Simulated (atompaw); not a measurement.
**Which change was made? (Be, PAW (atompaw))**

atompaw 4.2.0.5 input, output lines left out:

```
Be 4
GGA-PBE scalarrelativistic loggrid 1500 logderivrange -12 5 426
2 2 0 0 0 0
2 0 0
2 1 0
0 0 0
v
v
v
2
3.00 3.00 2.70 2.50
n
y
0.1
n
y
-0.1
y
1.35
n
bloechl sinc
3 0 ultrasoft
```

Cutoffs, loose and tight: the cutoffs (Ry, on a coarse ladder) from which the occupation-weighted sum of valence levels, in a spherical-Bessel basis at the reference potential, stays within 10 and 1 mRy of its value at 400 Ry. They see the waves, projectors and local potential, not the compensation charge or the core.

The base gives: outcome: generated; cutoff, loose: 12 Ry; cutoff, tight: 18 Ry; bound ghosts: none.

Q: After one change the result is: outcome: generated; cutoff, loose: 200 Ry; cutoff, tight: 260 Ry; bound ghosts: none. Which change was it?
A. waves 1s (bound): rc 0.50 bohr; 2s (bound): rc 0.75 bohr; 2p (bound): rc 3.00 bohr; 2p channel at 0.1 Ry: rc 3.00 bohr; 3d channel at -0.1 Ry: rc 2.65 bohr; 3d channel at 1.35 Ry: rc 2.65 bohr; augmentation sinc compensation charge, radius 3.00 bohr; PAW radius 3.00 bohr; waves and projectors: custom rrkj vanderbiltortho
B. local potential ultrasoft scheme with l = 3 at 0 Ry, radius 1.36 bohr
C. local potential vpsmatchnc scheme with l = 3 at 0 Ry, radius 2.70 bohr

A: A. The others give: local potential ultrasoft scheme with l = 3 at 0 Ry, radius 1.36 bohr → outcome: generated; cutoff, loose: 18 Ry; cutoff, tight: 25 Ry; bound ghosts: none | local potential vpsmatchnc scheme with l = 3 at 0 Ry, radius 2.70 bohr → outcome: failed: atompaw: terminating projector 1000.
